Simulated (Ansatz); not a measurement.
All values below come from frozen-core CCSD(T)/cc-pVTZ // B3LYP-D3(BJ)/def2-TZVP in Ansatz (a first-principles code). The restricted HF reference is unstable towards unrestricted orbitals.

Ansatz 0.2 input:
```yaml
crystal:
  periodic: [false, false, false]
  atoms:
    - { symbol: C, position_ang: [-1.502723, -0.176024, -0.277287] }
    - { symbol: Si, position_ang: [-0.169774, 0.402993, 0.94596] }
    - { symbol: C, position_ang: [1.429118, -0.083515, 0.282558] }
    - { symbol: N, position_ang: [2.506586, -0.619225, 0.216921] }
    - { symbol: H, position_ang: [-1.510771, 0.40653, -1.198279] }
    - { symbol: H, position_ang: [-1.350946, -1.227478, -0.526093] }
    - { symbol: H, position_ang: [-2.483152, -0.088387, 0.193715] }
    - { symbol: H, position_ang: [-0.050264, 1.888371, 0.940809] }
    - { symbol: H, position_ang: [3.131927, -0.503266, -0.578306] }
basis:
  gaussian: { orbitals: cc-pVTZ }
correlation:
  method: ccsd_t
```

Output:

```
Functional definition: HF
1107 factors; integrals over basis functions are off by at most 1.1e-3 eV
mean field evaluation 1: about -11480.1609 eV, gradient 3.2e1 eV
mean field evaluation 2: about -11480.3963 eV, gradient 3.2e1 eV
mean field evaluation 4: about -11483.0985 eV, gradient 4.7e0 eV
mean field evaluation 8: about -11483.1763 eV, gradient 4.2e-1 eV
mean field evaluation 16: about -11483.1784 eV, gradient 4.5e-6 eV
mean field evaluation 32: about -11470.4868 eV, gradient 4.3e1 eV
mean field evaluation 64: about -11477.4881 eV, gradient 1.2e1 eV
mean field -11483.17836101 eV, -421.9990211894 hartree, gradient 4.5e-6 eV, S^2 0.000000; 1 other end points of the search recorded, 0 dependent functions left out; unrestricted orbitals would lower it
8 core orbitals not correlated
reference -11483.17836101 eV, -421.9990211894 hartree; 11, 11 occupied and 175, 175 virtual orbitals, 1107 factors
second order -17.79752638 eV of doubles, -0.00000000 eV of singles
cycle   1  -17.98755596 eV  change   -1.9e-1 eV  update   1.2e-1
cycle   2  -18.53433890 eV  change   -5.5e-1 eV  update   4.2e-2
cycle   3  -18.69402166 eV  change   -1.6e-1 eV  update   2.3e-2
cycle   4  -18.67973913 eV  change    1.4e-2 eV  update   7.0e-3
cycle   5  -18.67838553 eV  change    1.4e-3 eV  update   3.3e-3
cycle   6  -18.67840300 eV  change   -1.7e-5 eV  update   1.3e-3
cycle   7  -18.67758751 eV  change    8.2e-4 eV  update   5.2e-4
cycle   8  -18.67763976 eV  change   -5.2e-5 eV  update   2.9e-4
cycle   9  -18.67772825 eV  change   -8.8e-5 eV  update   1.0e-4
cycle  10  -18.67769415 eV  change    3.4e-5 eV  update   5.2e-5
cycle  11  -18.67771029 eV  change   -1.6e-5 eV  update   1.9e-5
cycle  12  -18.67772555 eV  change   -1.5e-5 eV  update   7.7e-6
perturbative correction -0.97910370 eV, -0.0359813974 hartree
Total energy: -11502.83519027 eV, -422.7213963407 hartree
```

Cost: about 40 core-seconds (a rough figure).
